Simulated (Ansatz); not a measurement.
`[CH3][W](=[NH])(=[NH])[NH2]` + H–F → `[NH]=[W](=[NH])([NH2])[F]` + CH₄  (ligand exchange at a W–C bond)

Isolated molecules relaxed with PBE0-D4/def2-TZVP in Ansatz; ΔE leaves out vibrations. CCSD(T)/CBS is the MP2 limit (def2-TZVPP, def2-QZVPP) plus CCSD(T) − MP2 in def2-TZVPP, frozen cores. This one scheme is used for every species. DFT in def2-TZVPP. B3LYP here is the variant with VWN-RPA as its local correlation; programs differ in this. def2 core potentials past Kr. For W outer-core shells are correlated without core-valence functions, which leaves a few kJ/mol of doubt a bond. Each species was taken in one conformer, which may not be the lowest.

Problem. Is it downhill or uphill in electronic energy at CCSD(T)/CBS, and by how much? (Estimate.)

Solution. Computed: Downhill: ΔE = -128.7 kJ/mol.

Problem. What do these levels give: r2SCAN-D4, B3LYP-D4, BHLYP-D4, revPBE, HF/def2-QZVPP, MP2/def2-QZVPP? (Estimate.)

Solution. The calculation gave: r2SCAN-D4 -154.1, B3LYP-D4 -148.7, BHLYP-D4 -146.7, revPBE -151.6, HF/def2-QZVPP -155.6, MP2/def2-QZVPP -124.9 kJ/mol.

Problem. What do rigid-rotor, harmonic-oscillator terms from PBE0-D4/def2-TZVP frequencies (298.15 K, 1 bar) make of the CCSD(T)/CBS value? (Estimate.)

Solution. Ansatz gave: ΔZPE = +4.9 kJ/mol, ΔH = -125.3 kJ/mol, ΔS = -5 J/(mol·K), ΔG = -123.8 kJ/mol.

Largest T1 diagnostic among the species: 0.020.

From BLYP to BHLYP (50 % exact exchange), in def2-TZVPP and without D4, ΔE moves by +8.4 kJ/mol. At CCSD(T), def2-SVP lies −19.3 kJ/mol from the extrapolated value and def2-TZVPP −1.2 kJ/mol.
